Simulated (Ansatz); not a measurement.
`[NH]1[AlH][SiH2]1` + `[SeH][SnH3]` → `[SeH][SiH]1[NH][AlH]1` + `[SnH4]` at 600 K and 1 bar (redistribution).

Program: Ansatz. Geometries: PBE0-D4/def2-TZVP. ΔE: electronic, gas phase. CCSD(T)/CBS is the MP2 limit (def2-TZVPP, def2-QZVPP) plus CCSD(T) − MP2 in def2-TZVPP, frozen cores. Elements past krypton have def2 core potentials. For Se, Sn outer-core shells are correlated without core-valence functions, which leaves a few kJ/mol of doubt a bond. Scalar relativity is left out up to krypton. Each species was taken in one conformer, which may not be the lowest.

```
                species  CCSD(T)/CBS energy (Eh)  H − E (kJ/mol)  S (J/(mol·K))
    `[NH]1[AlH][SiH2]1`               -588.19433           146.4          351.2
          `[SeH][SnH3]`              -2617.13827           115.7          375.3
`[SeH][SiH]1[NH][AlH]1`              -2988.93987           162.0          431.3
               `[SnH4]`               -216.39156            98.5          271.3
```

H − E and S are ideal-gas, rigid-rotor, harmonic terms from PBE0-D4/def2-TZVP, for one conformer and one mirror image of each species. 1 Eh = 2625.50 kJ/mol, R = 8.31446 J/(mol·K).

By hand: ΔE, ΔH, ΔS and ΔG.

ΔE = (-2988.93987) + (-216.39156) − (-588.19433) − (-2617.13827) = 0.00117 Eh = 3.1 kJ/mol. Δ(H − E) = 162.0 + 98.5 − 146.4 − 115.7 = -1.6, so ΔH = 1.5 kJ/mol. ΔS = 431.3 + 271.3 − 351.2 − 375.3 = -23.9 J/(mol·K). ΔG = 1.5 − 600 × (-23.9)/1000 = 15.8 kJ/mol.

By hand: the equilibrium constant, and the temperature at which ΔG would vanish if ΔH and ΔS stayed fixed.

log₁₀ K = −ΔG/(RT ln 10) = -1.4. ΔH and −TΔS have one sign here, so there is no such temperature. One of them is within its doubt of zero, so this could turn.

TΔS isn't small against ΔH here. A doubt of 5 kJ/mol in ΔE shifts log₁₀ K by 0.4 here. Other conformers and mirror images would add mixing entropy, several J/(mol·K) or more a flexible species. These are equilibria of isolated gas molecules and say nothing of rates. Largest T1 diagnostic: 0.015 (customary marks: 0.02 for closed shells, 0.045 for open ones).
